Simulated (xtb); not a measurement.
Cl$_{3}$Sn (SMILES [Cl][Sn-]([Cl])[Cl]), charge -1, singlet, from a rough starting geometry (GFN-xTB shapes and energies of metal compounds can be far from the true ones).

Input for xtb:
```
$ xtb mol.xyz --gfn 2 --chrg -1 --opt vtight --json

# file mol.xyz
4

Sn     0.06702735     0.01493200     0.87485765
Cl    -1.94553661    -1.04137930    -0.30501572
Cl     0.01233044     2.22406484    -0.32479296
Cl     1.88047163    -1.16576980    -0.27727502
```

### Question
What does this run give for the HOMO-LUMO gap, total energy at the end of the optimisation?

### Answer

```json
{
 "HOMO-LUMO gap": "6.17 eV",
 "total_energy_at_the_end_of_the_optimisation": "-16.2250 Eh"
}
```
